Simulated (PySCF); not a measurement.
CH₆OSi, SMILES C[SiH2]O. Atoms are numbered in the order given.

```xyz
9

Si    -0.1646     0.4484     0.1695
C      1.5611    -0.2392    -0.0279
O     -1.3284    -0.5928    -0.3834
H     -0.3329     1.6728    -0.6417
H     -0.3943     0.7694     1.6031
H      1.6998    -1.1467     0.5644
H      2.3019     0.4916     0.3073
H      1.7704    -0.4796    -1.0721
H     -1.4800    -1.4078     0.1004
```
Charge 0, spin multiplicity 1.

The structure is a stationary point at B3LYP-D3(BJ)/def2-TZVP. Other conformers were not sampled.

Method: PBE0/pcSseg-1 (PySCF).

GIAO shieldings, no solvent; atoms listed in one row are averaged. δ = σ(ref) − σ: ²⁹Si against TMS (σ = 352.7 ppm); ¹³C against TMS (σ = 186.3 ppm); ¹⁷O against H2O (σ = 334.2 ppm); ¹H against TMS (σ = 31.56 ppm), references at their B3LYP-D3(BJ)/def2-TZVP geometries, non-relativistic.

Computed chemical shifts:
| nucleus | atoms | count | δ (ppm) |
|---|---|---|---|
| ²⁹Si | Si1 | 1 | -11.0 |
| ¹³C | C2 | 1 | 0.8 |
| ¹⁷O | O3 | 1 | 19.5 |
| ¹H | H5 | 1 | 5.19 |
| ¹H | H4 | 1 | 4.98 |
| ¹H | H9 | 1 | 0.75 |
| ¹H | H6, H7, H8 | 3 | 0.24 |
